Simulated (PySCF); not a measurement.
An element was calculated at PBE (PySCF 2.14, spin-free X2C, a quadruple-zeta basis, no spin-orbit coupling), in the ground configurations that NIST lists.

| Item | Value |
| --- | --- |
| first ionisation energy | 9.876 eV |
| second ionisation energy | 18.502 eV |
| third ionisation energy | 28.089 eV |

Task: Which element is it?

Result: Arsenic (As, Z = 33), in x2c-QZVPPall. NIST lists 9.789, 18.589, 28.349 ± 0.012 eV for these ionisation energies.
